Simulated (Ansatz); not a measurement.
Cost and result for the atomization energy of C2H10AlNSi (15 atoms, 15 bonds).

```xyz
15

C    -0.680   -1.858    1.082
N    -0.599   -0.651    0.275
C    -0.847    0.654    1.000
Al    0.950    0.609    0.230
Si    1.220    1.531   -2.022
H    -0.391   -2.725    0.485
H    -1.688   -2.010    1.483
H     0.018   -1.774    1.916
H    -1.177   -0.727   -0.550
H    -1.018    0.466    2.058
H    -1.685    1.195    0.568
H     2.125    0.041    1.140
H     2.220    0.811   -2.866
H     1.627    2.968   -2.026
H    -0.075    1.468   -2.772
```

Charge 0, multiplicity 1. The bonds changed during the relaxation, so this is another structure than the one it started from. The geometry is a stationary point of PBE0-D4/def2-TZVP. It is one conformer, not always the lowest. Program: Ansatz. All runs use 4 threads of an Arm Neoverse V1 on a shared host. Times are those of one run each, without the atoms' runs, and a repeat can differ threefold. Electronic energies, without spin–orbit coupling; frozen cores. CCSD(T)/CBS adds CCSD(T) − MP2 in def2-TZVPP to the MP2 limit, and its time is that of the two runs behind it. T1 = 0.011. B3LYP takes the VWN-RPA correlation (the form of Gaussian; ORCA's B3LYP/G).

CCSD(T)/CBS is a level of theory with its own doubt, some kJ/mol a heavy atom from the limit and from the frozen cores, so smaller differences don't rank the functionals.

```csv
level,functions,wall time,atomization (kcal/mol),difference from CCSD(T)/CBS,per bond
PBE-D4/def2-TZVPP (with forces),317,3.9 s,1202.7,9.7,0.6
PBE0-D4/def2-TZVPP,317,4.9 s,1190.6,-2.4,-0.2
r2SCAN-D4/def2-TZVPP (with forces),317,7.5 s,1192.7,-0.3,0.0
B3LYP-D4/def2-TZVPP (with forces),317,8 s,1194.0,1.0,0.1
B2PLYP/def2-TZVPP,317,9 s,1177.4,-15.6,-1.0
ωB97X-V/def2-TZVPP,317,13 s,1199.9,6.9,0.5
ωB97M-V/def2-TZVPP (with forces),317,19 s,1195.3,2.3,0.2
MP2/def2-QZVPP,611,42 s,1182.0,-11.0,-0.7
CCSD(T)/def2-TZVPP,317,19 min,1163.5,-29.5,-2.0
CCSD(T)/CBS(def2),–,20 min,1193.0,0.0,0.0
```

From PBE to PBE0 (25 % exact exchange), in def2-TZVPP and without D4, the atomization energy moves by −10.9 kcal/mol: exact exchange takes away binding that semilocal exchange gives to molecules. In def2-TZVPP, CCSD(T) changes the Hartree–Fock value by +287.6 kcal/mol (the triples alone add +14.0 kcal/mol) and MP2 by +288.6 kcal/mol; breaking electron pairs costs correlation energy, which Hartree–Fock lacks. The D4 term adds +11.8 kcal/mol with B3LYP and +6.3 kcal/mol with PBE0; it sums over pairs of atoms, weighted by their polarisabilities, and B3LYP, whose exchange is more repulsive, gets the larger term.
